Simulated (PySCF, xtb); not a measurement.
1-bromo-2,2-dichloro-1-fluoroethene (C2BrCl2F), SMILES FC(Br)=C(Cl)Cl.

GFN2-xTB run with xtb at its own geometry gives an orbital gap of 3.78 eV and a dipole moment of 2.03 D.

The structure is a stationary point at PBE0-D3(BJ)/def2-SVP.

### Question
What does CAM-B3LYP/def2-TZVP (PySCF) give? (An estimate is asked for; the answer gives what the named calculation found.)

### Answer
gap 8.94 eV (levels -8.56 and 0.39 eV), dipole 0.61 D.
